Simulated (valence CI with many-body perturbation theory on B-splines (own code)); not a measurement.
# E1 line list for Cd XXXIII

Computed by relativistic CI+MBPT: six valence electrons over a frozen Dirac-Fock core [Ne], a basis of 9 s, 9 p, 8 d, 6 f, 3 g, 1 h functions for each j, with the one-electron correlation potential Σ1, the two-electron term Σ2, the three-electron term Σ3, Breit, model QED; selected CI, second order for the rest, scaled by the run's own slope (own B-spline code, finite nucleus).

The last digits are not significant, and no measured levels were compared; by estimate large intervals hold to a few tenths of a per cent, small ones and those within an open d or f shell to about a per cent. Among the levels kept, up to 1500 cm⁻¹ of a level comes from second order outside the variational space, and about a tenth of that is noise between levels of different J, which matters for small intervals.

Lines 1 to 50 of 90 in falling wavelength, among levels below 218.30 eV, chosen from the strongest by gf and those to the six lowest levels. Wavelengths and rates use the calculated energies. Electric multipoles are in the length gauge, E1 and E2 with the static RPA response of the core. Weak lines are less certain than strong ones. Lines between different terms over intervals too small for the method are left out, as are lines whose strength nearly cancels. The highest levels of a list are the least certain.

Levels are named by their leading jj configuration (3d3/2^4 stands for four electrons in 3d with j = 3/2), which in mixed levels can hold well under half, so a name can repeat and another be missing. Letters in brackets count levels of one name in rising energy.

```csv
λ vac (Å),Upper,Lower,A (s⁻¹),S (a.u.)
343.4,(3s^2 3p1/2^2 3p3/2 3d3/2) J=1,(3s^2 3p3/2^4) J=0,5.08e+06,3.05e-04
227.9,(3s 3p1/2^2 3p3/2^3) J=1,(3s^2 3p3/2^4) J=0,5.96e+07,1.05e-03
179.9,(3s^2 3p1/2^2 3p3/2 3d5/2) J=1,(3s^2 3p3/2^4) J=0,2.58e+07,2.22e-04
165.0,(3s^2 3p1/2 3p3/2^2 3d3/2) J=1 [a],(3s^2 3p3/2^4) J=0,3.07e+08,2.04e-03
154.9,(3s 3p1/2^2 3p3/2^3) J=2,(3s^2 3p1/2 3p3/2^3) J=2,1.24e+09,1.14e-02
149.1,(3s^2 3p1/2^2 3p3/2 3d3/2) J=1,(3s^2 3p1/2 3p3/2^3) J=2,1.24e+09,6.06e-03
145.4,(3s^2 3p1/2^2 3p3/2 3d3/2) J=2,(3s^2 3p1/2 3p3/2^3) J=2,3.37e+08,2.55e-03
145.2,(3s^2 3p1/2 3p3/2^2 3d5/2) J=1 [a],(3s^2 3p3/2^4) J=0,7.56e+08,3.43e-03
143.9,(3s 3p1/2^2 3p3/2^3) J=2,(3s^2 3p1/2 3p3/2^3) J=1,1.74e+09,1.28e-02
142.6,(3s^2 3p1/2^2 3p3/2 3d3/2) J=3,(3s^2 3p1/2 3p3/2^3) J=2,9.84e+06,9.86e-05
138.9,(3s^2 3p1/2^2 3p3/2 3d3/2) J=1,(3s^2 3p1/2 3p3/2^3) J=1,3.51e+08,1.39e-03
135.7,(3s^2 3p1/2^2 3p3/2 3d3/2) J=2,(3s^2 3p1/2 3p3/2^3) J=1,7.30e+08,4.50e-03
133.2,(3s^2 3p1/2^2 3p3/2 3d3/2) J=0,(3s^2 3p1/2 3p3/2^3) J=1,7.47e+07,8.72e-05
122.6,(3s^2 3p1/2 3p3/2^2 3d5/2) J=1 [b],(3s^2 3p3/2^4) J=0,9.97e+08,2.72e-03
122.2,(3s 3p1/2^2 3p3/2^3) J=1,(3s^2 3p1/2 3p3/2^3) J=2,4.01e+09,1.08e-02
119.5,(3s^2 3p1/2^2 3p3/2 3d5/2) J=2,(3s^2 3p1/2 3p3/2^3) J=2,1.48e+09,6.22e-03
115.3,(3s 3p1/2^2 3p3/2^3) J=1,(3s^2 3p1/2 3p3/2^3) J=1,2.64e+09,5.99e-03
114.1,(3s^2 3p1/2^2 3p3/2 3d5/2) J=3,(3s^2 3p1/2 3p3/2^3) J=2,2.41e+07,1.24e-04
112.9,(3s^2 3p1/2^2 3p3/2 3d5/2) J=2,(3s^2 3p1/2 3p3/2^3) J=1,2.02e+09,7.17e-03
112.7,(3s^2 3p1/2 3p3/2^2 3d3/2) J=1 [b],(3s^2 3p3/2^4) J=0,2.31e+08,4.90e-04
106.9,(3s^2 3p1/2^2 3p3/2 3d5/2) J=1,(3s^2 3p1/2 3p3/2^3) J=2,3.62e+08,6.54e-04
106.3,(3s^2 3p1/2 3p3/2^2 3d3/2) J=1 [c],(3s^2 3p3/2^4) J=0,4.70e+08,8.35e-04
102.3,(3s^2 3p1/2^2 3p3/2 3d3/2) J=1,(3s^2 3p1/2^2 3p3/2^2) J=0,1.58e+08,2.51e-04
101.6,(3s^2 3p1/2^2 3p3/2 3d5/2) J=1,(3s^2 3p1/2 3p3/2^3) J=1,7.27e+08,1.13e-03
101.5,(3s^2 3p1/2 3p3/2^2 3d3/2) J=1 [a],(3s^2 3p1/2 3p3/2^3) J=2,1.78e+08,2.76e-04
101.4,(3s^2 3p1/2 3p3/2^2 3d3/2) J=2 [a],(3s^2 3p1/2 3p3/2^3) J=2,5.72e+07,1.47e-04
101.3,(3s^2 3p1/2 3p3/2^2 3d5/2) J=1 [c],(3s^2 3p3/2^4) J=0,3.31e+09,5.10e-03
98.49,(3s^2 3p1/2 3p3/2^2 3d3/2) J=3 [a],(3s^2 3p1/2 3p3/2^3) J=2,7.72e+05,2.55e-06
98.05,(3s^2 3p1/2 3p3/2^2 3d3/2) J=0,(3s^2 3p1/2 3p3/2^3) J=1,3.33e+09,1.55e-03
96.63,(3s^2 3p1/2 3p3/2^2 3d3/2) J=1 [a],(3s^2 3p1/2 3p3/2^3) J=1,2.34e+08,3.12e-04
96.58,(3s^2 3p1/2 3p3/2^2 3d3/2) J=2 [a],(3s^2 3p1/2 3p3/2^3) J=1,8.46e+07,1.88e-04
96.36,(3s 3p1/2^2 3p3/2^3) J=2,(3s^2 3p1/2^2 3p3/2^2) J=2,3.07e+09,6.79e-03
94.27,(3s^2 3p1/2 3p3/2^2 3d5/2) J=3 [a],(3s^2 3p1/2 3p3/2^3) J=2,1.02e+08,2.96e-04
94.08,(3s^2 3p1/2^2 3p3/2 3d3/2) J=1,(3s^2 3p1/2^2 3p3/2^2) J=2,9.39e+08,1.16e-03
93.59,(3s^2 3p1/2 3p3/2^2 3d5/2) J=1 [a],(3s^2 3p1/2 3p3/2^3) J=2,1.07e+10,1.30e-02
92.92,(3s^2 3p1/2 3p3/2^2 3d5/2) J=0 [a],(3s^2 3p1/2 3p3/2^3) J=1,1.36e+10,5.40e-03
92.61,(3s^2 3p1/2^2 3p3/2 3d3/2) J=2,(3s^2 3p1/2^2 3p3/2^2) J=2,5.52e+09,1.08e-02
91.48,(3s^2 3p1/2^2 3p3/2 3d3/2) J=3,(3s^2 3p1/2^2 3p3/2^2) J=2,4.41e+08,1.17e-03
89.51,(3s^2 3p1/2 3p3/2^2 3d3/2) J=2 [b],(3s^2 3p1/2 3p3/2^3) J=2,3.93e+07,6.96e-05
89.47,(3s^2 3p1/2 3p3/2^2 3d5/2) J=1 [a],(3s^2 3p1/2 3p3/2^3) J=1,2.31e+08,2.45e-04
88.85,(3s 3p1/2^2 3p3/2^3) J=1,(3s^2 3p1/2^2 3p3/2^2) J=0,3.62e+09,3.76e-03
85.74,(3s^2 3p1/2 3p3/2^2 3d3/2) J=2 [b],(3s^2 3p1/2 3p3/2^3) J=1,1.17e+09,1.81e-03
83.68,(3s^2 3p1/2 3p3/2^2 3d5/2) J=1 [b],(3s^2 3p1/2 3p3/2^3) J=2,7.80e+09,6.77e-03
82.62,(3s 3p1/2^2 3p3/2^3) J=1,(3s^2 3p1/2^2 3p3/2^2) J=2,5.20e+10,4.34e-02
82.40,(3s^2 3p1/2 3p3/2^2 3d3/2) J=2 [c],(3s^2 3p1/2 3p3/2^3) J=2,8.12e+08,1.12e-03
82.13,(3s^2 3p1/2 3p3/2^2 3d3/2) J=3 [b],(3s^2 3p1/2 3p3/2^3) J=2,5.40e+09,1.03e-02
81.62,(3s^2 3p1/2 3p3/2^2 3d5/2) J=2 [a],(3s^2 3p1/2 3p3/2^3) J=2,6.38e+08,8.56e-04
81.38,(3s^2 3p1/2^2 3p3/2 3d5/2) J=2,(3s^2 3p1/2^2 3p3/2^2) J=2,4.74e+10,6.31e-02
80.48,(3s^2 3p1/2^2 3p3/2 3d5/2) J=1,(3s^2 3p1/2^2 3p3/2^2) J=0,4.21e+10,3.25e-02
80.37,(3s^2 3p1/2 3p3/2^2 3d5/2) J=1 [b],(3s^2 3p1/2 3p3/2^3) J=1,1.87e+10,1.43e-02
```
